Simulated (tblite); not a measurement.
C6H12S.
Numbering: `[CH3:1][CH:2]([CH3:3])[S:4][CH:5]1[CH2:6][CH2:7]1` (hydrogens: H8, H9, H10 on C1; H11 on C2; H12, H13, H14 on C3; H15 on C5; H16, H17 on C6; H18, H19 on C7)

Computed with GFN2-xTB (tblite), gas phase: nudged elastic band of 9 images (0 to 8), spring 0.2 eV/Å², climbing image at the end, force threshold 0.05 eV/Å. No saddle search or frequency run followed, so the top image need not be a first-order saddle, and its height can exceed the method's true barrier by a kcal/mol or more.

Path: rotation about C5–S4 (sp3 carbon bound to sulfur, sulfide sulfur), followed by the dihedral C6–C5–S4–C2, from 73° to -163°. Start geometry (image 0):
```
atom  x, y, z in Å
C1     -1.729   -0.965   -0.971
C2     -1.155    0.242   -0.248
C3     -2.242    1.105    0.370
S4     -0.016   -0.300    1.101
C5      1.451   -0.658    0.130
C6      2.246    0.481   -0.430
C7      2.784   -0.317    0.715
H8     -2.291   -1.585   -0.276
H9     -0.938   -1.568   -1.411
H10    -2.396   -0.640   -1.768
H11    -0.539    0.837   -0.927
H12    -1.805    1.954    0.891
H13    -2.912    1.475   -0.405
H14    -2.821    0.524    1.084
H15     1.359   -1.569   -0.448
H16     1.904    1.485   -0.224
H17     2.691    0.361   -1.407
H18     2.796    0.144    1.690
H19     3.604   -0.997    0.540
```

The first guess turns that dihedral rigidly in even steps and adds one set of random displacements (0.04 Å standard deviation a coordinate) to every inner image. Energies of the images above image 0 (eV) in the early part of the optimisation:

```
iteration      1      2      3      4      5      6      7      8
        0  0.928  0.945  0.973  1.005  1.034  1.054  1.063  0.000
       10  0.050  0.068  0.088  0.100  0.095  0.074  0.048  0.000
```

Question: Where does the band end, and how far was the first guess from it?

Answer: Final energies, images 1 to 8: 0.010, 0.030, 0.051, 0.065, 0.063, 0.043, 0.017, 0.000 eV. The highest point drops from 1.06 eV (image 7) to 0.065 eV (image 4), by 1.00 eV. Image 4 moved by 0.06 Å rms, its dihedral from 136° to 134°. The end images are fixed. The true force on the top image ends at 0.032 eV/Å, and the largest on any image at 0.04 eV/Å; away from the top, the method drives only the force across the path to zero. The last saved iteration is 40.

The cost below is that of the whole band run. Rough CPU time on one thread of a shared machine: about 8 s.
